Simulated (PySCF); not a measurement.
**Static response to an electric field**

Compound: In(SiH3)3.
Cartesian coordinates in Å at the PBE0-D3(BJ)/def2-SVP level; atoms count from 1:
```
atom  x, y, z in Å
In1   -0.001   -0.012    0.012
Si2    2.593    0.013   -0.028
H3     3.179    1.388    0.045
H4     3.089   -0.627   -1.290
H5     3.145   -0.781    1.118
Si6   -1.298    2.236    0.018
H7    -0.810    3.123    1.124
H8    -2.778    2.082    0.172
H9    -1.048    2.958   -1.272
Si10  -1.290   -2.264    0.025
H11   -0.404   -3.469   -0.052
H12   -2.244   -2.324   -1.129
H13   -2.103   -2.375    1.280
```

Level: CAM-B3LYP/def2-SVPD (PySCF), static field, nuclei fixed, core orbitals frozen in the response. The polarisability tensor in these axes (au):

```
x   164.06   0.26  -0.80
y     0.26 164.42  -0.17
z    -0.80  -0.17 102.86
```

Problem. Give the principal values, the mean and the anisotropy Δα = √{½[(α1 − α2)² + (α2 − α3)² + (α1 − α3)²]}.

Solution. Principal values 102.85, 163.93 and 164.56 au; mean 143.78 au = 21.31 Å³ = 23.71 × 10⁻⁴⁰ C²·m²/J; Δα = 61.40 au (43 % of the mean).

Problem. What is the dipole moment?

Solution. 0.04 D at this geometry.

Problem. Molar refractivity from α?

Solution. Lorentz–Lorenz: R = (4π/3)N_A α = 2.5225 cm³/(mol·Å³) × 21.31 Å³ = 53.7 cm³/mol, in the limit of long wavelengths.

Problem. Find the Langevin capture rate constant for O2+ (31.990 u) meeting this molecule (207.905 u), k = 2.342 × 10⁻⁹ cm³/s × √(α in Å³ / reduced mass in u).

Solution. The reduced mass is 27.72 u, so k = 2.05 × 10⁻⁹ cm³/s.

Problem. Give the principal axes and the span of the nuclei along them.

Solution. Largest value along (0.47, 0.88, -0.01), where the nuclei span 5.97 Å; middle along (0.88, -0.47, -0.01), 6.56 Å; least along (0.01, 0.00, 1.00), 2.52 Å. The strongest response doesn't lie along the longest of the three spans.

Problem. Sum over states: ᾱ = Σ f/ω², ω in Eh. What share falls to these 10 lowest TDDFT singlets (eV, f)? 3.39, 0.0000; 3.41, 0.0000; 5.91, 0.2979; 5.93, 0.3093; 5.99, 0.0008; 6.32, 0.0156; 6.32, 0.0220; 6.37, 0.0007; 6.59, 0.5131; 6.60, 0.5098.

Solution. They add up to 30.98 au, 21.5 % of the 143.78 au; the largest single term is 8.76 au, from the state at 6.59 eV. Terms in order: 0.00, 0.00, 6.31, 6.52, 0.02, 0.29, 0.41, 0.01, 8.76, 8.67 au. Higher excitations give the rest. The strengths listed sum to 1.669.

Geometry: PBE0-D3(BJ)/def2-SVP; no solvent, vibrations or thermal averaging. Atoms past krypton carry effective core potentials; spin–orbit coupling is left out.
